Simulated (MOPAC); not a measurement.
MOPAC input (MNDO):

```
MNDO 1SCF CHARGE=-1 GEO-OK AUX(PRECISION=9) THREADS=1
CH2NO

N    -1.15644893 1    0.10559007 1    0.10949204 1
C     0.14327585 1    0.27480002 1   -0.02643780 1
O     1.03921952 1   -0.59683604 1   -0.07594837 1
H    -1.57929984 1    1.03526068 1    0.10968394 1
H     0.50103112 1    1.35149704 1   -0.10991451 1
```

Output:

```
 *******************************************************************************
 **                                                                           **
 **                              MOPAC v23.2.5                                **
 **                                                                           **
 *******************************************************************************
 ** MOPAC's Digital Object Identifier: https://doi.org/10.5281/zenodo.6511958 **
 **                                                                           **
 ** Please cite the open-source release paper for use of this MOPAC version:  **
 ** J. E. Moussa and J. J. P. Stewart (2026)                                  **
 ** MOPAC: An open-source semiempirical molecular orbital program             **
 ** J. Open Source Softw., 11(119), 8025, https://doi.org/10.21105/joss.08025 **
 *******************************************************************************

                              MNDO CALCULATION RESULTS

 *******************************************************************************
 *  MNDO       - The MNDO Hamiltonian to be used
 *  GEO-OK     - OVERRIDE INTERATOMIC DISTANCE AND OTHER SAFETY CHECKS
 *
 *
 *
 *                 CHARGE ON SYSTEM = -1
 *
 *
 *
 *  1SCF       - DO 1 SCF AND THEN STOP
 *  AUX        - OUTPUT AUXILIARY INFORMATION
 *******************************************************************************
MNDO 1SCF CHARGE=-1 GEO-OK AUX(PRECISION=9) THREADS=1
 CH2NO

   ATOM   CHEMICAL          X               Y               Z
  NUMBER   SYMBOL      (ANGSTROMS)     (ANGSTROMS)     (ANGSTROMS)

     1       N         -1.15644893  *   0.10559007  *   0.10949204  *
     2       C          0.14327585  *   0.27480002  *  -0.02643780  *
     3       O          1.03921952  *  -0.59683604  *  -0.07594837  *
     4       H         -1.57929984  *   1.03526068  *   0.10968394  *
     5       H          0.50103112  *   1.35149704  *  -0.10991451  *

          CARTESIAN COORDINATES

    NO.       ATOM           X           Y           Z

     1         N         -1.1564      0.1056      0.1095
     2         C          0.1433      0.2748     -0.0264
     3         O          1.0392     -0.5968     -0.0759
     4         H         -1.5793      1.0353      0.1097
     5         H          0.5010      1.3515     -0.1099

  H: (MNDO): M.J.S. DEWAR, W. THIEL, J. AM. CHEM. SOC., 99, 4899, (1977)
  C: (MNDO): M.J.S. DEWAR, W. THIEL, J. AM. CHEM. SOC., 99, 4899, (1977)
  N: (MNDO): M.J.S. DEWAR, W. THIEL, J. AM. CHEM. SOC., 99, 4899, (1977)
  O: (MNDO): M.J.S. DEWAR, W. THIEL, J. AM. CHEM. SOC., 99, 4899, (1977)

           Empirical Formula: C H2 N O  =     5 atoms

      MOLECULAR POINT GROUP   :   Cs

      RHF CALCULATION, NO. OF DOUBLY OCCUPIED LEVELS = 9

 -------------------------------------------------------------------------------
 MNDO 1SCF CHARGE=-1 GEO-OK AUX(PRECISION=9) THREADS=1
 CH2NO

     1SCF WAS SPECIFIED, SO BFGS WAS NOT USED
     SCF FIELD WAS ACHIEVED

                              MNDO CALCULATION
                                                       MOPAC v23.2.5 Linux

          FINAL HEAT OF FORMATION =        -40.12346 KCAL/MOL =    -167.87657 KJ/MOL

          COSMO AREA              =         74.17 SQUARE ANGSTROMS
          COSMO VOLUME            =         55.33 CUBIC ANGSTROMS

          IONIZATION POTENTIAL    =          2.916451 EV
          HOMO LUMO ENERGIES (EV) =         -2.916  8.546
          NO. OF FILLED LEVELS    =          9
          MOLECULAR WEIGHT        =         44.0329         POINT GROUP:  Cs

          MOLECULAR DIMENSIONS (Angstroms)

            Atom       Atom       Distance
            H     4    O     3     3.09109
            H     5    N     1     1.94189
            H     4    C     2     0.00000

          SCF CALCULATIONS        =          1

   ATOM   CHEMICAL          X               Y               Z
  NUMBER   SYMBOL      (ANGSTROMS)     (ANGSTROMS)     (ANGSTROMS)

     1       N         -1.15644893  *   0.10559007  *   0.10949204  *
     2       C          0.14327585  *   0.27480002  *  -0.02643780  *
     3       O          1.03921952  *  -0.59683604  *  -0.07594837  *
     4       H         -1.57929984  *   1.03526068  *   0.10968394  *
     5       H          0.50103112  *   1.35149704  *  -0.10991451  *

                             CARTESIAN COORDINATES

   1    N       -1.156448930     0.105590070     0.109492040
   2    C        0.143275850     0.274800020    -0.026437800
   3    O        1.039219520    -0.596836040    -0.075948370
   4    H       -1.579299840     1.035260680     0.109683940
   5    H        0.501031120     1.351497040    -0.109914510

           Empirical Formula: C H2 N O  =     5 atoms

      MOLECULAR POINT GROUP   :   Cs

                  EIGENVALUES
 -34.85151 -26.78957 -14.57374 -11.19502  -8.70798  -7.43500  -5.40020  -3.49446
  -2.91645   8.54617   9.94083  11.27499  13.73477  14.77493

              NET ATOMIC CHARGES AND DIPOLE CONTRIBUTIONS

  ATOM NO.   TYPE          CHARGE      No. of ELECS.   s-Pop       p-Pop
    1          N          -0.555198        5.5552     1.75924     3.79596
    2          C           0.286012        3.7140     1.21512     2.49887
    3          O          -0.590830        6.5908     1.89045     4.70038
    4          H           0.000466        0.9995     0.99953
    5          H          -0.140450        1.1404     1.14045
 DIPOLE           X         Y         Z       TOTAL
 POINT-CHG.     0.106     0.622    -0.038     0.633
 HYBRID         0.237     1.505    -0.091     1.526
 SUM            0.343     2.127    -0.129     2.159

          ATOMIC ORBITAL ELECTRON POPULATIONS

     Atom    s        px        py        pz
    1  N   1.75924   1.06759   1.16573   1.56263
    2  C   1.21512   0.87162   0.82805   0.79920
    3  O   1.89045   1.50310   1.56120   1.63608
    4  H   0.99953
    5  H   1.14045

 **********************
 *                    *
 * JOB ENDED NORMALLY *
 *                    *
 **********************

 == MOPAC DONE ==
```

The dipole moment of an ion depends on the origin.
